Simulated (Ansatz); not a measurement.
Abridged output of a molecular run in Ansatz:

```
Functional definition: HF
1056 factors; integrals over basis functions are off by at most 1.3e-3 eV
mean field evaluation 1: about -27263.1297 eV, gradient 4.2e1 eV
mean field evaluation 2: about -27263.1507 eV, gradient 4.2e1 eV
mean field evaluation 4: about -27267.1387 eV, gradient 3.4e0 eV
mean field evaluation 8: about -27267.1922 eV, gradient 1.2e-3 eV
mean field -27267.19224348 eV, -1002.0508325811 hartree, gradient 2.9e-6 eV, S^2 0.000000; 0 other end points of the search recorded, 0 dependent functions left out
13 core orbitals not correlated: weight in the atoms' cores, before any rotation towards them, 1.000 or more for the frozen orbitals, at most 0.000 for the correlated occupied ones
reference -27267.19224348 eV, -1002.0508325811 hartree; 18, 18 occupied and 81, 81 virtual orbitals, 1056 factors
second order -16.14054823 eV of doubles, -0.00000000 eV of singles
cycle   1  -16.98726083 eV  change   -8.5e-1 eV  update   1.0e-1
cycle   2  -17.46477359 eV  change   -4.8e-1 eV  update   3.1e-2
cycle   3  -17.59083829 eV  change   -1.3e-1 eV  update   1.7e-2
cycle   4  -17.58735755 eV  change    3.5e-3 eV  update   4.0e-3
cycle   5  -17.58601185 eV  change    1.3e-3 eV  update   1.6e-3
cycle   6  -17.58612049 eV  change   -1.1e-4 eV  update   5.3e-4
cycle   7  -17.58587777 eV  change    2.4e-4 eV  update   2.1e-4
cycle   8  -17.58584425 eV  change    3.4e-5 eV  update   6.6e-5
cycle   9  -17.58586089 eV  change   -1.7e-5 eV  update   2.6e-5
perturbative correction -0.44374568 eV, -0.0163073531 hartree
Total energy: -27285.22185005 eV, -1002.7134084017 hartree
```

Its atoms:

```xyz
11

C    -1.188    0.131    2.969
S    -2.121    0.728    1.516
Mg   -0.708    0.339   -0.226
O     0.411    0.028   -1.587
Si    1.412   -0.248   -2.821
H    -0.970   -0.935    2.904
H    -1.823    0.295    3.839
H    -0.262    0.687    3.116
H     2.701    0.484   -2.648
H     1.733   -1.700   -2.945
H     0.814    0.193   -4.115
```

Question: Which basis set was used?
A. def2-TZVPP
B. def2-SVP
C. def2-SVPD
D. def2-TZVPPD

Answer: B. It gives 112 functions.

Question: Write the keys of the input that set method, charge and spin (a neutral closed shell needs none for the last two).

Answer: 
```yaml
correlation: {method: ccsd_t}
```
